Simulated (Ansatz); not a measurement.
A nudged elastic band was laid between two geometries of CH5NO2Si (10 atoms, charge 0, multiplicity 1).

Level of theory: RKS PBE0-D4/6-31G* in Ansatz.

| Item | Value |
| --- | --- |
| movable images | 5 |
| climbing image | yes |
| spring | 5.0 eV/Å² |
| optimiser | quadratic models (default) |
| start path | IDPP |
| force threshold | 0.03 eV/Å |
| iteration limit | 58 |
| end points | relaxed |

First end point:

```xyz
10
Properties=species:S:1:pos:R:3
N -0.700 0.942 1.298
C 0.314 0.498 0.436
O 0.568 -0.895 0.611
Si 0.337 -1.111 -1.041
O -0.010 0.525 -0.992
H -0.843 1.942 1.209
H -1.573 0.459 1.108
H 1.218 1.095 0.595
H -0.783 -2.015 -1.420
H 1.556 -1.490 -1.801
```

Last end point:

```xyz
10
Properties=species:S:1:pos:R:3
N -0.821 1.217 0.949
C 0.255 0.630 0.269
O 0.555 -0.758 0.633
Si 0.358 -1.161 -0.979
O -0.035 0.469 -1.118
H -0.593 1.378 1.924
H -1.650 0.633 0.890
H 1.159 1.229 0.424
H -0.739 -2.115 -1.294
H 1.594 -1.572 -1.696
```

Task: What changes between the two ends?

Result: No bond is made or broken. The height of N1 over the plane of its neighbours goes from 0.35 to -0.35 Å. The two ends are copies of one structure, up to a mirror image or an exchange of like atoms.

Task: Give the energies along the band, and the barrier.

Result: It converged. The highest image is number 3 of 0 to 6, 0.132 eV above the ends, which have the same energy within 2 meV. A vibrational analysis at the climbing image gives one clearly imaginary mode, 554i cm⁻¹: a first-order saddle point.

```
image  path coordinate (Å)  energy (eV)  height of N1 over the plane of its neighbours (Å)
    0                 0.00        0.000                                               0.35
    1                 0.25        0.012                                               0.33
    2                 0.50        0.066                                               0.23
    3                 0.75        0.132                                               0.00
    4                 1.00        0.066                                              -0.22
    5                 1.26        0.012                                              -0.33
    6                 1.51        0.000                                              -0.35
```

Task: What is the geometry of the highest image?

Result: 
```xyz
10
Properties=species:S:1:pos:R:3:forces:R:3
N -0.795 1.060 1.071 0.02 0.00 -0.01
C 0.246 0.546 0.331 -0.01 -0.01 -0.01
O 0.553 -0.847 0.620 0.00 0.01 0.01
Si 0.386 -1.186 -1.012 -0.01 0.00 0.00
O -0.031 0.434 -1.092 0.00 0.01 0.01
H -0.673 1.877 1.640 0.00 0.00 0.00
H -1.698 0.618 1.048 0.00 0.00 0.00
H 1.139 1.161 0.487 0.00 0.00 0.00
H -0.684 -2.156 -1.372 0.00 0.00 0.00
H 1.641 -1.558 -1.718 0.00 0.00 0.00
```

Task: What are the harmonic wavenumbers there?

Result: 554i, 163, 194, 491, 525, 541, 665, 722, 722, 808, 897, 955, 1015, 1047, 1196, 1291, 1293, 1484, 1665, 2267, 2276, 3117, 3674, 3808 cm⁻¹.

Time of the run: 2.3 min on 1 thread of Arm Neoverse V1 (shared host), peak memory 0.18 GiB.
